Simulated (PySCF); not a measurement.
Core-level binding energies of `Br[SiH]1CC1`

Species: C2H5BrSi.
SMILES with atom numbers: `[Br:1][SiH:2]1[CH2:3][CH2:4]1`

Method used: delta-SCF UKS SCAN, pcX-2 on the ionised atom, pcseg-1 elsewhere, spin-free X2C in PySCF 2.14.0. Vertical ΔSCF values, vacuum level as zero.

**Question.** What binding energy does each computed site have?

**Answer.** 
```json
{"atom(s)": "Si2", "environment": "SiH silicon", "level": "Si 1s", "binding energy (eV)": "1847.16", "2p1/2 (eV)": "–", "count": "1"}
{"atom(s)": "C3/C4", "environment": "sp3 carbon bound to silicon", "level": "C 1s", "binding energy (eV)": "290.26", "2p1/2 (eV)": "–", "count": "2"}
{"atom(s)": "Si2", "environment": "SiH silicon", "level": "Si 2p3/2", "binding energy (eV)": "107.34", "2p1/2 (eV)": "107.97", "count": "1"}
```

**Question.** Which photon energy gives electrons from C 1s of C3/C4 a kinetic energy of 100 eV, and what is their de Broglie wavelength?

**Answer.** hν = 290.26 + 100 = 390.26 eV, recoil neglected; λ = 12.264 Å/√(E/eV) = 1.23 Å.

**Question.** What is the longest wavelength that can ionise C 1s of C3/C4 vertically?

**Answer.** λ = hc/E = 12398.42 eV Å / 290.26 eV = 42.715 Å.

The first atom of each set that the bonding makes equivalent was ionised and stands for the set. Spin–orbit coupling isn't in the SCF: each 2p doublet comes from a relaxed spin-free hole plus a matrix of the shell (mean-field spin–orbit coupling and the ground-state 2p splitting), with 2p3/2 averaged over its two sublevels. 2p1/2 minus 2p3/2 (ligand field included): Si 0.63 eV. No level of bromine is listed. Isolated species at its PBE0-D3(BJ)/def2-SVP geometry, gas phase.
